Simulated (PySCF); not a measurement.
# Level sweep

H7NOSi2.
Z-matrix (Å and degrees, PBE0-D3(BJ)/def2-SVP geometry), rows numbered from 1:
```
O 
Si  1  1.6652
N   2  1.7352  1  113.79
Si  3  1.7418  2  129.52  1  -110.21
H   1  0.9619  2  116.14  3    60.73
H   2  1.4930  1  111.59  3  -119.14
H   2  1.4862  1  103.39  3   120.18
H   3  1.0182  2  115.19  1    69.30
H   4  1.4920  3  107.37  2     2.13
H   4  1.4965  3  112.24  2  -117.96
H   4  1.4976  3  111.74  2   121.69
```

PySCF, dipoles from the SCF density, polarisabilities from static response with core orbitals frozen. The structure is a single PBE0-D3(BJ)/def2-SVP conformer in the gas phase; no vibrational or solvent corrections.

The anisotropy is √(½[(α1 − α2)² + (α2 − α3)² + (α3 − α1)²]).

```
              level  μ (D)  α (au)  anisotropy (au)
      LDA/def2-SVPD  1.153   71.00            18.81
      PBE/def2-SVPD  1.108   69.47            18.43
    B3LYP/def2-SVPD  1.145   66.46            15.94
     PBE0/def2-SVPD  1.146   66.05            16.04
BHandHLYP/def2-SVPD  1.189   63.18            13.82
CAM-B3LYP/def2-SVPD  1.180   65.36            14.89
  wB97X-D/def2-SVPD  1.164   65.41            15.04
  LC-wPBE/def2-SVPD  1.186   64.08            14.47
       HF/def2-SVPD  1.228   59.59            11.38
        PBE0/6-31G*  1.329   51.04            13.64
       PBE0/6-31+G*  1.341   58.65            14.11
      PBE0/def2-SVP  1.228   55.18            13.48
   PBE0/aug-cc-pVDZ  1.105   67.40            16.41
     PBE0/def2-TZVP  1.181   61.81            15.43
    PBE0/def2-TZVPD  1.117   66.65            16.05
```

The dipole runs from 1.11 D (PBE0/aug-cc-pVDZ) to 1.34 D (PBE0/6-31+G*). No reference polarisability is at hand; against PBE0 in the largest diffuse basis at hand (def2-TZVPD) the other PBE0 rows deviate by 6-31G* -23%, 6-31+G* -12%, def2-SVP -17%, def2-SVPD -1%, aug-cc-pVDZ +1%, def2-TZVP -7%. In one basis (def2-SVPD) the functionals order the polarisability from HF (lowest) to LDA (highest), a spread of 19%. With PBE0 the polarisability is 56.01 au without diffuse functions (mean of 6-31G*, def2-SVP and def2-TZVP) and 64.69 au with them (mean of 6-31+G*, def2-SVPD, aug-cc-pVDZ and def2-TZVPD).

Without π bonds the low states are Rydberg-like; a valence basis with one diffuse set may place them up to an eV too high.
